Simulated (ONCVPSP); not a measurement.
Configuration tests for vanadium (ONCV)

vanadium (V), optimised norm-conserving Vanderbilt (ONCV), made with ONCVPSP 4.0.1 (PBEsol, scalar-relativistic). Core [Ne], reference 3s2 3p6 3d3 4s2. Waves: 3s+4s: rc 1.55 bohr, ncon 4, nbas 7, qcut 9.2 1/bohr, 2 projectors; 3p: rc 1.50 bohr, ncon 5, nbas 8, qcut 9.8 1/bohr, 2 projectors, debl 0.8 Ha; 3d: rc 1.30 bohr, ncon 3, nbas 7, qcut 11.5 1/bohr, 2 projectors, debl 3.6 Ha. Local part: polynomial inside 0.90 bohr (lpopt 3, dvloc0 -1 Ha). Core correction: polynomial model core, fcfact 0.25.

In the p channel the program set the typed energies aside and used -1.615, 0.250 Ha.

Energies are relative to the spin-unpolarised reference configuration 3s2 3p6 3d3 4s2; without spin polarisation the order of configurations can differ from experiment.

| valence configuration | charge | ΔE all-electron (eV) | error AE − PS (meV) |
| --- | --- | --- | --- |
| 3s2 3p6 3d3 4s1 | +1 | 7.750 | -0.4 |
| 3s2 3p6 3d3 4s0 | +2 | 21.954 | -0.7 |
| 3s2 3p6 3d2 4s0 | +3 | 50.804 | +6.3 |

Task: What are ΔE and the potential's error for 3s2 3p6 3d3 4s1.5?

Result: ΔE = 3.100 eV all-electron; the error (AE − PS) is -0.2 meV.

Levels in the configuration 3s2 3p6 3d3 4s0:

```
level  all-electron (eV)  pseudo (eV)
   3s            -86.530      -86.544
   3p            -60.445      -60.451
   3d            -21.268      -21.278
```
